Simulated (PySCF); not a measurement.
CH₈FNOSi₂, SMILES C[SiH2]O[Si@@H](N)F.

The structure is a stationary point at PBE-D3(BJ)/def2-SVP. The structure was generated by enumeration; whether it is a known compound was not checked. The values are those of a single conformer.

Two levels are set side by side: PBE/def2-TZVP (PySCF) and r2SCAN/def2-TZVP (PySCF). Same geometry, gas phase. Differences are taken from unrounded values.

```
quantity                     r2SCAN    PBE  PBE minus r2SCAN
---------------------------  ------  -----  ----------------
orbital gap (eV)               7.00   6.18             -0.82
highest occupied level (eV)   -6.88  -6.55              0.33
lowest empty level (eV)        0.12  -0.37             -0.49
dipole moment (D)              2.27   2.24             -0.03
mean polarisability (bohr³)    71.4   74.0               2.6
```

Rough cost on one machine, each run with all the roots and properties that it gave: r2SCAN against PBE about 3 times.
